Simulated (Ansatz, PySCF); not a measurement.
Process, species as SMILES: [I][In][I] → [I][In][I] as singlet, charge +1 + e-
Each molecule is optimised on its own at B3LYP-D3(BJ)/def2-TZVP (Ansatz, an electronic-structure program). A spin state is the lowest found, not a proven ground state.

Quantity: adiabatic ionisation energy (0 K, with B3LYP-D3(BJ) harmonic zero-point energies from PySCF), in eV. Correlated levels leave the core frozen unless marked. UHF or UKS for open shells. Spin-orbit coupling is left out. The frozen core is the preceding noble-gas configuration, with the filled d and f shells of earlier blocks. In def2 rows, elements after Kr have scalar-relativistic effective core potentials. CBS(X,Y): correlation extrapolated as X^-3; Hartree-Fock from the larger set. The bracket is a focal-point correction in the basis named.

| level | program | adiabatic ionisation energy (eV) |
|---|---|---|
| SVWN5/def2-TZVPD | Ansatz | (withheld) |
| BLYP/def2-TZVPD | Ansatz | 7.42 |
| r2SCAN0/def2-TZVPD | Ansatz | (withheld) |
| HSE06/def2-TZVPD | Ansatz | 7.43 |
| SCS-MP2/def2-TZVPP | Ansatz | 7.13 |
| CCSD/def2-SVP | Ansatz | 7.24 |
| RI-MP2/CBS(def2-TZVPPD,def2-QZVPPD)+[CCSD(T)-MP2]/def2-TZVPPD | Ansatz | 7.33 |

Problem. Some entries are withheld; supply them.

Solution. 
- SVWN5/def2-TZVPD, adiabatic ionisation energy (eV): 7.47
- r2SCAN0/def2-TZVPD, adiabatic ionisation energy (eV): 7.55
